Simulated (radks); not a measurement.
Problem. The thallium ion Tl2+, [Xe] 4f14 5d10 6s1. Method: non-relativistic Kohn-Sham, r2SCAN, spin-polarised, spherical densities, point nucleus; meta-GGA in the generalised Kohn-Sham scheme; computed with a radial shooting solver on a logarithmic mesh with Libxc functionals. Every spin shell is full or empty, so the densities are truly spherical. Functionals are evaluated on that one density, not self-consistently. Rank these orbital-free kinetic functionals by their error against the exact value of the orbitals, and give that value: Thomas-Fermi, von Weizsacker, TF + vW/9, TF + vW/5, LC94, APBEK, revAPBEK, Perdew 92, LKT, PG1, DePristo-Kress, Ernzerhof.

Solution. Exact: 18960.9 hartree. From best to worst, with 100 (|E| - |E exact|)/|E exact| (equal figures are ties): LC94 +0.03, APBEK +0.05, DePristo-Kress -0.19, revAPBEK +0.19, Ernzerhof -0.46, Perdew 92 -0.66, TF + vW/9 -0.67, TF + vW/5 +2.46, Thomas-Fermi -4.59, PG1 +12.36, LKT +15.86, von Weizsacker -64.73.
